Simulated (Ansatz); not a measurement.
Mulliken charges of C$_{2}$H$_{3}$BClF (`F[C@H]1B[C@@H]1Cl`) from PBE/def2-TZVPP in Ansatz (PBE0-D4/def2-TZVP geometry).

```json
{"atom": "F1", "x (Å)": "-1.107", "y (Å)": "-0.172", "z (Å)": "1.646", "charge (e)": "-0.184"}
{"atom": "C2", "x (Å)": "-0.245", "y (Å)": "0.318", "z (Å)": "0.709", "charge (e)": "0.112"}
{"atom": "B3", "x (Å)": "1.043", "y (Å)": "-0.302", "z (Å)": "0.133", "charge (e)": "-0.077"}
{"atom": "C4", "x (Å)": "-0.248", "y (Å)": "-0.175", "z (Å)": "-0.692", "charge (e)": "-0.019"}
{"atom": "Cl5", "x (Å)": "-0.737", "y (Å)": "0.768", "z (Å)": "-2.083", "charge (e)": "-0.114"}
{"atom": "H6", "x (Å)": "-0.155", "y (Å)": "1.407", "z (Å)": "0.778", "charge (e)": "0.095"}
{"atom": "H7", "x (Å)": "2.155", "y (Å)": "-0.692", "z (Å)": "0.219", "charge (e)": "0.063"}
{"atom": "H8", "x (Å)": "-0.613", "y (Å)": "-1.208", "z (Å)": "-0.766", "charge (e)": "0.123"}
```

Problem. By hand: the dipole of these point charges (1 e Å = 4.8032 D).

Solution. Σ q r = (0.230, -0.052, 0.010) e Å, of length 0.236 e Å = 1.13 D.

Problem. How does the dipole of the full density compare? (An estimate is asked.)

Solution. Computed: (0.292, -0.076, 0.029) e Å, 1.46 D; the point charges give 0.77 times that, at 4° from its direction.

Point charges leave out the atoms' own dipoles, such as those of lone pairs, and Mulliken's split depends on the basis, so the two needn't agree.
